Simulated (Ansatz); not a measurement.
Sn24OH40. Total charge 0; singlet. Geometry PBE-D4/def2-SVP, loosely relaxed, basis def2-TZVP, Ansatz.

Cartesian coordinates in Å:
```
Sn 5.397 -2.780 -3.102
Sn 5.316 0.943 -6.480
Sn 3.169 1.304 -2.438
O 1.903 0.393 0.448
Sn 0.774 0.151 -3.443
Sn 1.628 -1.790 -5.357
Sn -0.093 3.216 1.689
Sn -1.519 -0.300 4.995
Sn -4.445 1.546 1.925
Sn -1.358 -1.183 0.685
Sn -5.271 1.850 6.465
Sn -5.502 -2.534 3.878
Sn 5.115 -0.498 -1.475
Sn 2.347 1.778 2.081
Sn -2.544 1.409 6.988
Sn 4.050 2.721 -4.718
Sn -0.446 2.708 -1.144
Sn -5.564 3.121 3.976
Sn 2.924 -3.839 -3.919
Sn 3.449 -0.970 -7.361
Sn 1.424 -1.696 0.717
Sn -1.468 -1.018 -2.141
Sn -1.725 0.999 2.493
Sn -2.901 -2.757 4.931
Sn -5.699 -0.949 1.563
H 6.392 -3.938 -2.269
H 6.273 -2.287 -4.519
H 5.989 1.781 -7.845
H 6.629 0.166 -5.652
H 2.838 2.516 -1.226
H 1.204 0.842 -0.111
H 0.046 1.454 -4.357
H 0.248 -2.492 -6.166
H -0.125 4.267 3.099
H 0.171 -0.619 5.298
H -4.503 2.430 0.426
H -2.078 -2.677 1.233
H -6.009 2.780 7.732
H -6.075 0.314 6.418
H -6.522 -1.837 5.099
H -6.113 -4.129 3.555
H 6.623 0.367 -1.391
H 4.727 -0.964 0.156
H 3.936 2.263 1.544
H 2.612 0.523 3.271
H -1.692 2.921 6.929
H -2.300 0.740 8.573
H 5.084 4.040 -4.256
H 2.659 3.404 -5.502
H 0.151 4.261 -1.777
H -2.184 3.119 -1.030
H -4.699 4.628 4.026
H -7.230 3.497 3.656
H 3.205 -5.265 -4.870
H 2.020 -4.337 -2.521
H 4.286 -2.373 -7.967
H 2.561 -0.288 -8.690
H 2.214 -2.326 -0.709
H 2.461 -1.996 2.079
H -1.682 -2.649 -2.727
H -2.862 -0.101 -2.622
H -1.992 -3.885 3.975
H -2.997 -3.418 6.536
H -4.861 -1.751 0.264
H -7.362 -0.806 1.081
```

| run | HOMO (eV) | LUMO (eV) |
| --- | --- | --- |
| A | -5.75 | -2.53 |
| B | -5.08 | -3.18 |
| C | -5.22 | -3.06 |
| D | -5.22 | -3.41 |

In the def2 sets Sn takes a core potential; there is no spin–orbit coupling. Single mean-field runs in def2-TZVP are fitted with def2-universal-jkfit.

**Question.** The runs used LDA (SPW92), PBE, PBE0, r2SCAN. Estimate which is which.

**Answer.** A PBE0 (25 % exact exchange); B PBE (0 % exact exchange); C r2SCAN (0 % exact exchange); D LDA (SPW92) (0 % exact exchange). Exact exchange lowers occupied and raises empty levels; among semilocal functionals meta-GGAs tend to open the gap a little, and such runs are hard to tell apart. The gap grows from 1.81 eV (LDA (SPW92)) to 3.22 eV (PBE0). The geometry of the charge 0 singlet is only loosely relaxed.
